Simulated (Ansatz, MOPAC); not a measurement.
Molecule: C$_{3}$H$_{8}$FSi (charge 0, doublet). SMILES: [CH2][Si](C)(C)F

Atoms: C1, Si2, C3, C4, F5, H6, H7, H8, H9, H10, H11, H12, H13. Bonds: C1-Si2, C1-H6, C1-H7, Si2-C3, Si2-C4, Si2-F5, C3-H8, C3-H9, C3-H10, C4-H11, C4-H12, C4-H13.

Bond lengths (Å) and angles (degrees) optimised at AM1 with MOPAC; B3LYP/LANL2DZ with Ansatz (a first-principles code); B3LYP/6-31G* with Ansatz; MP2/6-31G* with Ansatz, each started from the B3LYP-D3(BJ)/def2-TZVP structure (Ansatz) of the last column. A row stands for all coordinates that are equal there; 13 of 21 kinds are shown. 6-31G* holds six Cartesian d functions. At B3LYP/6-31G* the structure is a saddle point. No wavenumbers were computed at B3LYP/LANL2DZ, MP2/6-31G*, so these may be saddle points.

```
coordinate    AM1  B3LYP/LANL2DZ  B3LYP/6-31G*  MP2/6-31G*  B3LYP-D3(BJ)/def2-TZVP
----------  -----  -------------  ------------  ----------  ----------------------
C1-Si2      1.762          1.857         1.851       1.851                   1.839
C1-H6       1.092          1.090         1.089       1.086                   1.085
C1-H7       1.093          1.090         1.089       1.086                   1.084
Si2-C3      1.820          1.884         1.880       1.872                   1.866
Si2-F5      1.626          1.714         1.628       1.633                   1.617
C3-H8       1.114          1.098         1.097       1.095                   1.093
C3-H9       1.115          1.097         1.095       1.093                   1.091
C3-H10      1.115          1.097         1.097       1.094                   1.092
C1-Si2-C3   109.5          112.7         111.6       111.6                   111.7
C1-Si2-F5   109.8          105.5         106.9       106.7                   106.9
C3-Si2-C4   109.9          112.1         110.7       110.7                   110.9
C3-Si2-F5   109.0          106.6         107.9       108.0                   107.7
Si2-C1-H6   123.4          123.1         123.0       122.8                   122.7
```

Mean signed difference of all 12 bond lengths from B3LYP-D3(BJ)/def2-TZVP: AM1 -0.001 Å, B3LYP/LANL2DZ 0.016 Å, B3LYP/6-31G* 0.007 Å, MP2/6-31G* 0.004 Å.
